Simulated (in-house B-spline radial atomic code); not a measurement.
Atomic self-consistent-field run: Sn+ (an excited or competing configuration). Level of theory: non-relativistic LC-wPBE, spin-polarised, spherical fractional occupations, point nucleus; calculated with an all-electron radial atomic-structure program (B-spline basis).

Command:
```bash
python run_scf.py task.json out
```
Settings:
```
Z                50
configuration    [Ar] 3d10 4s2 4p5 4d10 5s2 5p1 6s1
hamiltonian      nr
method           lc_wpbe
spin_polarised   True
```

Output (hartree, bohr):
```
 radial grid: 64 intervals, B-splines of order 8, outer radius 60 bohr

 iter        energy (Eh)    residual
    1       -6015.204558    6.27e-01
    2       -6017.716486    3.03e-01
    3       -6020.670561    4.11e-02
    4       -6020.738331    1.36e-02
    5       -6020.740868    3.91e-03
    6       -6020.741342    1.38e-03
    7       -6020.741405    6.39e-04
    8       -6020.741412    2.30e-04
    9       -6020.741413    8.31e-05
   10       -6020.741413    1.30e-05
   11       -6020.741413    1.34e-06
   12       -6020.741413    9.65e-08

 total energy                     -6020.74141
 kinetic                            6018.5444
 electron-nucleus                 -14279.9185
 Hartree                            2400.0268
 exact exchange                      -10.2568
 exchange-correlation               -149.1374

 orbital      occ     eigenvalue          <r>       <r^2>       <1/r>       <r^4>       r_max
 1s up      1.000     -1029.0533    0.0304211  0.00123787     49.4783 3.87613e-06     0.02014
 1s down    1.000     -1029.0423    0.0304209  0.00123785     49.4786 3.87604e-06     0.02014
 2s up      1.000      -152.7304     0.131425   0.0202857      11.307 0.000698818      0.1115
 2s down    1.000      -152.7241     0.131423   0.0202849      11.307 0.000698744      0.1115
 2p up      3.000      -142.9299     0.112093   0.0152795     11.3133 0.000457887     0.08734
 2p down    3.000      -142.9193     0.112094   0.0152797     11.3131 0.000457882     0.08734
 3s up      1.000       -30.2372     0.352419    0.141779     4.07866   0.0305341        0.32
 3s down    1.000       -30.2270      0.35238    0.141732     4.07853    0.030499        0.32
 3p up      3.000       -26.1965      0.34344    0.136666     3.99954   0.0297374      0.3065
 3p down    3.000       -26.1845     0.343412    0.136628     3.99941   0.0297066      0.3065
 3d up      5.000       -18.7064     0.314544    0.117255     3.85782   0.0252691      0.2517
 3d down    5.000       -18.6941     0.314479    0.117187     3.85819   0.0252199      0.2517
 4s up      1.000        -5.5727     0.842688    0.802211     1.63066    0.952381      0.7703
 4s down    1.000        -5.5153     0.843319    0.803469     1.62937    0.955478      0.7705
 4p up      3.000        -4.2163      0.88998    0.903371     1.52367     1.25696      0.7968
 4p down    2.000        -4.0326      0.89215     0.90811     1.51991     1.27267      0.7978
 4d up      5.000        -1.9306      1.04501     1.28321     1.26856     2.88832      0.8698
 4d down    5.000        -1.8858      1.04709     1.28777     1.26555     2.90033      0.8714
 5s up      1.000        -1.0020      2.20877     5.48648    0.582831     44.9733       1.957
 5s down    1.000        -0.9398      2.21352     5.52244    0.583142     45.9958       1.951
 5p up      1.000        -0.5193      2.67801      8.1965     0.47859     108.635       2.274
 6s up      1.000        -0.2922      5.47422     33.2219     0.22823     1543.97       5.075
```

Time taken, with all properties: 1.6 s on 1 thread of Arm Neoverse V1, on a shared host.

Caution: exact exchange at fractional occupations of open shells leaves self-interaction of up to several eV.
